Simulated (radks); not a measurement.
The europium ion Eu2+ inside a hard spherical wall (all orbitals vanish at R), configuration held at [Xe] 4f7 and not refilled when levels cross. Method: scalar-relativistic Kohn-Sham, LDA (Slater exchange, Perdew-Wang correlation), spin-polarised, spherical densities, finite nucleus; open shells are filled with parallel spins first (spin-orbit coupling, left out, can overturn this in heavy ions); Fermi nuclear charge, rms radius 5.1115 fm; computed with a radial shooting solver on a logarithmic mesh with Libxc functionals. Eigenvalues in eV for spin up, with the zero of energy where the potential of the charges vanishes at infinity; a dash marks a level that is unbound or too diffuse for the functional's potential to be trusted. A positive occupied level is held by the wall or, in an anion where self-interaction has pushed it up, behind a barrier. The pressure on the wall is -dE/dV.

| R (bohr) | E (hartree) | kinetic (hartree) | e(4d) | e(5s) | e(5p) | e(4f) | e(5d, empty) | e(6s, empty) | pressure (GPa) |
|---|---|---|---|---|---|---|---|---|---|
| free | -10835.5670 | 11604.003 | -149.75 | -59.485 | -38.256 | -17.862 | -14.120 | -14.109 | 0 |
| 20 | -10835.5670 | 11604.003 | -149.75 | -59.485 | -38.256 | -17.862 | -14.120 | -14.109 | < 0.0001 |
| 8 | -10835.5670 | 11604.003 | -149.75 | -59.485 | -38.255 | -17.861 | -14.113 | -14.069 | 0.000465 |
| 6 | -10835.5665 | 11604.008 | -149.72 | -59.463 | -38.235 | -17.832 | -13.980 | -13.464 | 0.0646 |
| 5 | -10835.5625 | 11604.051 | -149.55 | -59.341 | -38.120 | -17.674 | -13.507 | -11.736 | 1.02 |
| 4 | -10835.5143 | 11604.471 | -148.48 | -58.549 | -37.310 | -16.660 | -11.430 | -5.311 | 19.2 |
| 3.5 | -10835.3829 | 11605.436 | -146.60 | -57.141 | -35.764 | -14.877 | -8.367 | 3.329 | 88.3 |
